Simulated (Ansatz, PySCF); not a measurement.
Gas-phase reaction (SMILES): C[Si](Cl)(Cl)Cl + O (H2O) → O[Si](Cl)(Cl)Cl [trichloro(hydroxy)silane] + C (CH4); water cleaves one Si-C bond, a model of a ligand-exchange step.

Each molecule is optimised on its own at B3LYP-D3(BJ)/def2-TZVP (Ansatz, a first-principles code), one conformer each, not searched for the lowest. Correlated levels leave the core frozen unless marked. No spin-orbit coupling. Non-relativistic. CBS(X,Y): correlation extrapolated as X^-3; Hartree-Fock from the larger set. The bracket is a focal-point correction in the basis named. Thermal terms are rigid-rotor harmonic-oscillator values from B3LYP-D3(BJ) frequencies (Ansatz or PySCF) at 298.15 K and 1 atm. 1 Eh = 627.5095 kcal/mol.

```json
[
 {"species": "C[Si](Cl)(Cl)Cl", "E, RI-MP2/CBS(aug-cc-pV(T+d)Z,aug-cc-pV(Q+d)Z)+[CCSD(T)-MP2]/aug-cc-pV(T+d)Z (Ansatz) (Eh)": "-1708.44181", "E, r2SCAN-D4/def2-TZVPD (Ansatz + dftd4) (Eh)": "-1710.11811", "H - E (Eh)": "0.05054", "G - E (Eh)": "0.01081"},
 {"species": "O (H2O)", "E, RI-MP2/CBS(aug-cc-pV(T+d)Z,aug-cc-pV(Q+d)Z)+[CCSD(T)-MP2]/aug-cc-pV(T+d)Z (Ansatz) (Eh)": "-76.37791", "E, r2SCAN-D4/def2-TZVPD (Ansatz + dftd4) (Eh)": "-76.42298", "H - E (Eh)": "0.02495", "G - E (Eh)": "0.00353"},
 {"species": "O[Si](Cl)(Cl)Cl", "E, RI-MP2/CBS(aug-cc-pV(T+d)Z,aug-cc-pV(Q+d)Z)+[CCSD(T)-MP2]/aug-cc-pV(T+d)Z (Ansatz) (Eh)": "-1744.39387", "E, r2SCAN-D4/def2-TZVPD (Ansatz + dftd4) (Eh)": "-1746.07821", "H - E (Eh)": "0.02725", "G - E (Eh)": "-0.01279"},
 {"species": "C (CH4)", "E, RI-MP2/CBS(aug-cc-pV(T+d)Z,aug-cc-pV(Q+d)Z)+[CCSD(T)-MP2]/aug-cc-pV(T+d)Z (Ansatz) (Eh)": "-40.46129", "E, r2SCAN-D4/def2-TZVPD (Ansatz + dftd4) (Eh)": "-40.49957", "H - E (Eh)": "0.04840", "G - E (Eh)": "0.02728"}
]
```

### Question
Work out ΔE and ΔH, ΔG, ΔS and the equilibrium constant at 298.15 K at the first level, then ΔH at the second.

### Answer

1. ΔE = [(-1744.39387) + (-40.46129)] - [(-1708.44181) + (-76.37791)] = -0.03544 Eh = -22.2 kcal/mol at RI-MP2/CBS(aug-cc-pV(T+d)Z,aug-cc-pV(Q+d)Z)+[CCSD(T)-MP2]/aug-cc-pV(T+d)Z.
2. The terms H - E add up to 0.00016 Eh, so ΔH = (-0.03544 + (0.00016))×627.5095 = -22.1 kcal/mol.
3. The terms G - E add up to 0.00015 Eh, so ΔG = -22.1 kcal/mol, and ΔS = (0.00016 - (0.00015))×627509.5/298.15 = 0.0 cal/(mol K).
4. log10 K = -ΔG/(RT ln 10) = 16.2, with RT ln 10 = 1.3642 kcal/mol.
5. At r2SCAN-D4/def2-TZVPD the same steps give ΔE = -23.0 and ΔH = -22.9 kcal/mol, a shift of -0.8 from the first level.
6. These values are not checked against measurement here, since the tables used lack a sound gas-phase enthalpy of formation for at least one species.
